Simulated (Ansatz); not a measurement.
`Br[SiH]1C=N1` and `O[SiH]1C=N1` differ in one atom or group.

Ansatz, PBE0-D4/def2-TZVP geometries, multiplicity 1. Each molecule was computed in one conformer, which needn't be the lowest.

Scalar relativity is left out up to krypton. Spin–orbit coupling is left out; it splits and shifts lone-pair levels of the heavy atoms by tenths of an eV.

| property | `Br[SiH]1C=N1` |
| --- | --- |
| LUMO energy (ωB97M-V/def2-TZVPP) / eV | 1.16 |
| HOMO–LUMO gap (PBE0/def2-TZVPP) / eV | 5.78 |
| LUMO energy (B3LYP/def2-TZVPP) / eV | -1.38 |
| HOMO–LUMO gap (B3LYP/def2-TZVPP) / eV | 5.33 |
| size of the dipole moment (ωB97M-V/def2-TZVPP) / D | 1.87 |
| zero-point energy (PBE0-D4/def2-TZVP) / kJ/mol | 76.6 |

(1) What does the change do to each property? (An estimate is asked.)

## Answers

(1) Computed: 
| property | `O[SiH]1C=N1` | shift |
| --- | --- | --- |
| LUMO energy (ωB97M-V/def2-TZVPP) / eV | 1.43 | 0.27 |
| HOMO–LUMO gap (PBE0/def2-TZVPP) / eV | 5.67 | -0.11 |
| LUMO energy (B3LYP/def2-TZVPP) / eV | -1.12 | 0.26 |
| HOMO–LUMO gap (B3LYP/def2-TZVPP) / eV | 5.22 | -0.11 |
| size of the dipole moment (ωB97M-V/def2-TZVPP) / D | 1.91 | 0.04 |
| zero-point energy (PBE0-D4/def2-TZVP) / kJ/mol | 111.1 | 34.5 |

With PBE0 the HOMO rises by 0.38 eV and the LUMO rises by 0.27 eV, so the gap narrows by about 0.11 eV. PBE moves the HOMO by 0.43 eV and ωB97M-V by 0.32 eV. The zero-point energy changes by 34.5 kJ/mol with +3 modes. Dipoles are sizes alone; their direction can turn.

B3LYP here is the variant with VWN-RPA as its local correlation; programs differ in this.
